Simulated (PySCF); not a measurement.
**Relaxation of singlet WO₃**

All numbers come from PBE in PySCF with W def2-TZVP with ECP60, O def2-TZVP; scalar-relativistic core potentials, no spin–orbit coupling; density-fitted integrals. A (50,194) grid was used.

A start displaced from a saddle point along its imaginary mode, of C3v symmetry, held to at least that symmetry:

```xyz
4
charge 0 multiplicity 1, angstrom
W     0.0000    0.0000   -0.0313
O     1.7498    0.0000    0.1200
O    -0.8749    1.5154    0.1200
O    -0.8749   -1.5153    0.1200
```

At each step, columns x, y, z (Å) and Fx, Fy, Fz (eV/Å):

```
step 0  E − E(last) = 81.02 kJ/mol
W    0.000   0.000  -0.031   0.000   0.000  -1.169
O    1.750   0.000   0.120  -0.404   0.000   0.386
O   -0.875   1.515   0.120   0.202  -0.349   0.392
O   -0.875  -1.515   0.120   0.202   0.349   0.392
step 1  E − E(last) = 37.23 kJ/mol
W    0.000   0.000  -0.243   0.003   0.000  -0.611
O    1.722   0.000   0.191  -1.668   0.000   0.207
O   -0.861   1.491   0.191   0.833  -1.448   0.202
O   -0.861  -1.491   0.191   0.833   1.448   0.202
step 2  E − E(last) = 28.67 kJ/mol
W    0.000   0.000  -0.331  -0.015   0.000   1.119
O    1.704   0.000   0.220  -2.391   0.000  -0.372
O   -0.852   1.476   0.220   1.203  -2.080  -0.374
O   -0.852  -1.476   0.220   1.203   2.080  -0.374
step 3  E − E(last) = 9.98 kJ/mol
W    0.000   0.000  -0.367  -0.016   0.000   0.713
O    1.663   0.000   0.232  -1.430   0.000  -0.238
O   -0.831   1.440   0.232   0.723  -1.247  -0.238
O   -0.831  -1.440   0.232   0.723   1.247  -0.238
step 4  E − E(last) = 0.17 kJ/mol
W    0.000   0.000  -0.408  -0.004   0.000  -0.312
O    1.607   0.000   0.245   0.092   0.000   0.102
O   -0.804   1.392   0.245  -0.044   0.081   0.105
O   -0.804  -1.392   0.245  -0.044  -0.081   0.105
step 5  E − E(last) = 0.13 kJ/mol
W    0.000   0.000  -0.427  -0.005   0.000   0.308
O    1.601   0.000   0.252  -0.107   0.000  -0.104
O   -0.801   1.387   0.252   0.056  -0.092  -0.102
O   -0.801  -1.387   0.252   0.056   0.092  -0.102
step 6  E − E(last) = 0.00 kJ/mol
W    0.000   0.000  -0.418  -0.005   0.001  -0.006
O    1.604   0.000   0.249   0.001   0.000   0.000
O   -0.802   1.389   0.249   0.002   0.001   0.003
O   -0.802  -1.389   0.249   0.002  -0.002   0.003
step 7  E − E(last) = 0.00 kJ/mol
W    0.000   0.000  -0.418  -0.005   0.000  -0.001
O    1.604   0.000   0.249   0.000   0.000  -0.002
O   -0.802   1.389   0.249   0.002   0.001   0.001
O   -0.802  -1.389   0.249   0.002  -0.001   0.001
```

It ends at C3v with W–O 1.737 Å (×3); O–W–O 106.2° (×3). A frequency run shows a minimum. Other isomers or separated fragments may lie lower.

No spin–orbit coupling is included, which matters more the heavier the element.

The relaxation took about 70 core-seconds on a shared host.
